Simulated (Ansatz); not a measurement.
Coupled-cluster diagnostics for the cluster Li4F5⁻, Ansatz.

Geometry of the singlet (B3LYP-D4/def2-SVPD):

```xyz
9

Li    0.003   -0.013   -1.732
Li    1.527    0.816   -0.006
Li   -0.068    0.147    1.724
Li   -1.591   -0.683   -0.001
F     1.657    0.579    1.751
F    -1.411   -1.091   -1.722
F    -1.484   -0.928    1.757
F    -0.362    0.753   -0.042
F     1.728    0.419   -1.728
```

Correlated methods freeze 5 core orbitals; core or outer-core shells of Li are correlated, in sets that lack core-valence functions. The structure comes from a short search, and lower isomers may exist.

Task: Estimate the CCSD(T) correlation energy, the shares of MP2 and (T), T1 and the reference's ⟨S²⟩ for: charge -1, singlet, own geometry in def2-SVPD; and the rough time on 4 threads of Arm Neoverse V1 on a shared host.

Result: 
```tsv
state	basis	correlation (eV)	MP2 share (%)	(T) share (%)	T1	⟨S²⟩ (pure)	wall time
charge -1, singlet, own geometry	def2-SVPD	-30.958	97.7	1.9	0.015	0.00 (0.00)	91 s
```
Customary marks for T1 are 0.02 (closed shells), 0.045 (open shells) and about 0.05 (3d metals). T1 stays under 0.02 throughout.
